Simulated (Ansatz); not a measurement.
Geometry optimisation, Ansatz, RKS revPBE/def2-SVP.

input.yaml

```yaml
crystal:
  periodic: [false, false, false]
  atoms:
    - { symbol: "N", position_ang: [0.397, 1.5596, -0.7881] }
    - { symbol: B, position_ang: [0.6727, 0.1153, -0.7693] }
    - { symbol: O, position_ang: [-0.4297, -0.8734, -0.745] }
    - { symbol: Al, position_ang: [-0.5403, -1.2898, 1.0408] }
    - { symbol: H, position_ang: [-0.2974, 1.7513, -1.6223] }
    - { symbol: H, position_ang: [-0.1853, 1.8395, 0.0695] }
    - { symbol: H, position_ang: [1.8264, -0.2316, -0.8731] }
    - { symbol: H, position_ang: [0.2705, -2.4744, 1.6821] }
    - { symbol: H, position_ang: [-1.6251, -0.4427, 1.9883] }
basis:
  gaussian: { orbitals: def2-SVP }
hamiltonian:
  xc: revpbe
relax:
  f_tol: 0.015
  max_steps: 40
```

Run as:

```bash
$ ansatz run input.yaml --threads 1 --pin off --max-ram 2048MiB --backend cpu --events-out ev --progress --plain --runs-dir out
```

Problem. Where does it end, and by what steps?

Solution. The forces met the threshold. The force dipped under the threshold on the way, but the program's further checks kept it going. After 20 steps the energy has fallen by 1.914 eV; H6 moved furthest, 2.05 Å.

```tsv
step	energy less start (eV)	largest force component (eV/Å)	accepted
0	0.0000	2.291	yes
1	-0.3954	1.357	yes
2	-0.6025	0.557	yes
3	-0.7351	0.669	yes
4	-0.8931	0.858	yes
5	-1.0759	1.237	yes
6	-1.2864	1.055	yes
7	-1.4713	0.888	yes
8	-1.6065	0.753	yes
9	-1.7175	0.728	yes
10	-1.8075	0.417	yes
11	-1.8623	0.251	yes
12	-1.8886	0.282	yes
13	-1.9079	0.046	yes
14	-1.9121	0.097	yes
15	-1.9104	0.232	no
16	-1.9134	0.029	yes
17	-1.9119	0.142	no
18	-1.9139	0.003	yes
19	-1.9133	0.050	no
20	-1.9140	0.007	yes
```

```xyz
9
Properties=species:S:1:pos:R:3
N 0.177 1.448 -1.262
B 0.766 0.585 -0.306
O 0.029 -0.376 0.343
Al -0.695 -1.635 1.255
H -0.809 1.411 -1.522
H 0.710 2.166 -1.751
H 1.961 0.713 -0.065
H -0.700 -3.104 0.630
H -1.350 -1.256 2.660
```

Whether the end is a true minimum wasn't checked by a vibrational analysis.

Run time: 58 s on 1 thread of Arm Neoverse V1, on a shared host, peak memory 0.14 GiB.
